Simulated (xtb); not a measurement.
F5Nb, charge +1, doublet, from a rough starting geometry (GFN-xTB shapes and energies of metal compounds can be far from the true ones) (the multiplicity is a formal guess); GFN2-xTB (xtb).

Here is a job for xtb.
```
$ xtb mol.xyz --gfn 2 --chrg 1 --uhf 1 --opt vtight --json

# file mol.xyz
6

Nb     0.05915078     0.02613366     0.04373915
F      1.50798187    -0.95339949    -0.46985802
F     -0.27924038     0.23985856     1.78131001
F     -1.16326630     0.66549561    -1.21945378
F     -0.90767143    -1.50602267     0.04809969
F      0.90978863     1.50716965     0.00370779
```

It wrote (shortened):

```
   ID    Z sym.   atoms
    1   41 Nb     1
    2    9 F      2-6

           -------------------------------------------------
          |                Calculation Setup                |
           -------------------------------------------------

           -------------------------------------------------
          |                 G F N 2 - x T B                 |
           -------------------------------------------------

          ...................................................
          :                      SETUP                      :
          :.................................................:
          :  # basis functions                  30          :
          :  # atomic orbitals                  29          :
          :  # shells                           13          :
          :  # electrons                        39          :
          :  max. iterations                   250          :
          :  Hamiltonian                  GFN2-xTB          :
          :  restarted?                      false          :
          :  GBSA solvation                  false          :
          :  PC potential                    false          :
          :  electronic temp.          300.0000000     K    :
          :  accuracy                    1.0000000          :
          :  -> integral cutoff          0.2500000E+02      :
          :  -> integral neglect         0.1000000E-07      :
          :  -> SCF convergence          0.1000000E-05 Eh   :
          :  -> wf. convergence          0.1000000E-03 e    :
          :  Broyden damping             0.4000000          :
          :  net charge                          1          :
          :  unpaired electrons                  1          :
          ...................................................

 iter      E             dE          RMSdq      gap      omega  full diag
   1      1.9975428  0.199754E+01  0.379E+01    1.79       0.0  T
   2    -14.7328110 -0.167304E+02  0.300E+01   40.55       1.0  T
   3    -18.7352087 -0.400240E+01  0.208E+01   17.78       1.0  T
   4    -21.8255383 -0.309033E+01  0.159E+01   11.02       1.0  T
   5    -22.5921583 -0.766620E+00  0.144E+01    9.78       1.0  T
   6    -22.6182099 -0.260515E-01  0.143E+01    9.93       1.0  T
   7    -22.4561703  0.162040E+00  0.147E+01   10.18       1.0  T
   8    -22.0458568  0.410313E+00  0.149E+01   10.65       1.0  T
   9    -22.6090206 -0.563164E+00  0.134E+01    9.01       1.0  T
[...]
 * total energy  :   -25.0637576 Eh     change       -0.5024985E-04 Eh
 * total energy  :   -25.0637770 Eh     change       -0.1941997E-04 Eh
 * total energy  :   -25.0637891 Eh     change       -0.1202906E-04 Eh
 * total energy  :   -25.0637966 Eh     change       -0.7581482E-05 Eh
 * total energy  :   -25.0638057 Eh     change       -0.9093975E-05 Eh
 * total energy  :   -25.0638087 Eh     change       -0.2988557E-05 Eh
 * total energy  :   -25.0638109 Eh     change       -0.2220297E-05 Eh
 * total energy  :   -25.0638119 Eh     change       -0.9895814E-06 Eh
 * total energy  :   -25.0638126 Eh     change       -0.6622182E-06 Eh
 * total energy  :   -25.0638129 Eh     change       -0.3492211E-06 Eh
 * total energy  :   -25.0638132 Eh     change       -0.2209271E-06 Eh
 * total energy  :   -25.0638132 Eh     change       -0.8879115E-07 Eh
   *** GEOMETRY OPTIMIZATION CONVERGED AFTER 17 ITERATIONS ***
         :: total energy             -25.063813245343 Eh    ::
[...]
                  HL-Gap            0.1725489 Eh            4.6953 eV
             Fermi-level           -0.7792524 Eh          -21.2045 eV

     #   Z          covCN         q      C6AA      α(0)
     1  41 Nb       3.354     0.654   219.826    27.077
     2   9 F        0.671     0.072     8.790     3.500
     3   9 F        0.671     0.072     8.789     3.500
     4   9 F        0.671     0.072     8.789     3.500
     5   9 F        0.671     0.065     8.845     3.511
     6   9 F        0.671     0.065     8.845     3.511

 Mol. C6AA /au·bohr⁶  :        855.825342
 Mol. C8AA /au·bohr⁸  :      52003.524346
 Mol. α(0) /au        :         44.597482

Wiberg/Mayer (AO) data.
largest (>0.10) Wiberg bond orders for each atom

 ---------------------------------------------------------------------------
     #   Z sym  total        # sym  WBO       # sym  WBO       # sym  WBO
 ---------------------------------------------------------------------------
     1  41 Nb   6.342 --     2 F    1.357     4 F    1.354     3 F    1.354
                             6 F    1.139     5 F    1.138
     2   9 F    1.604 --     1 Nb   1.357
     3   9 F    1.603 --     1 Nb   1.354
     4   9 F    1.603 --     1 Nb   1.354
     5   9 F    1.427 --     1 Nb   1.138     6 F    0.147
     6   9 F    1.428 --     1 Nb   1.139     5 F    0.147
 ---------------------------------------------------------------------------

Topologies differ in total number of bonds
Writing topology from bond orders to xtbtopo.mol

molecular dipole:
                 x           y           z       tot (Debye)
 q only:        0.040      -0.007       0.059
   full:        0.040      -0.007       0.059       0.182
molecular quadrupole (traceless):
                xx          xy          yy          xz          yz          zz
 q only:       -0.030       0.195       0.169       0.000      -0.010      -0.139
  q+dip:       -0.015       0.097       0.083       0.002      -0.005      -0.068
   full:        0.039      -0.289      -0.261       0.012       0.011       0.221

optimized geometry written to: xtbopt.xyz

           -------------------------------------------------
          | TOTAL ENERGY              -25.063813245343 Eh   |
          | GRADIENT NORM               0.000077049954 Eh/α |
          | HOMO-LUMO GAP               4.695294319289 eV   |
           -------------------------------------------------

normal termination of xtb
```
